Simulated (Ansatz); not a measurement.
Basis sets compared for InH2Me (CH5In). The state is a singlet with charge 0. Geometry PBE0-D4/def2-TZVP. Ansatz on 4 threads of Arm Neoverse V2 on a shared host; times are rough, and most runs start from earlier orbitals.

```xyz
7

In   -0.769   -0.241    0.812
H    -0.329   -0.131    2.483
H    -2.387   -0.686    0.391
C     0.680    0.194   -0.720
H     0.697    1.272   -0.899
H     0.427   -0.301   -1.658
H     1.681   -0.108   -0.409
```

In the def2 sets In takes a core potential; there is no spin–orbit coupling.

Binding counts from free atoms (In doublet, H doublet, C triplet) in the same basis, without a counterpoise term.

```tsv
level	functions	energy (Eh)	HOMO (eV)	LUMO (eV)	binding per atom (eV)	wall time
PBE-D4/def2-SVP	65	-231.1057	-6.37	-2.23	2.91	0.3 s
PBE0-D4/def2-SVP	65	-231.1199	-7.54	-1.50	2.91	0.45 s
```

Task: Estimate the rows for PBE-D4/def2-TZVP, PBE0-D4/def2-TZVP (with forces).

Result: 
```csv
level,functions,energy (Eh),HOMO (eV),LUMO (eV),binding per atom (eV),wall time
PBE-D4/def2-TZVP,111,-231.1637,-6.42,-2.28,2.92,0.5 s
PBE0-D4/def2-TZVP (with forces),111,-231.1744,-7.56,-1.54,2.92,0.9 s
```
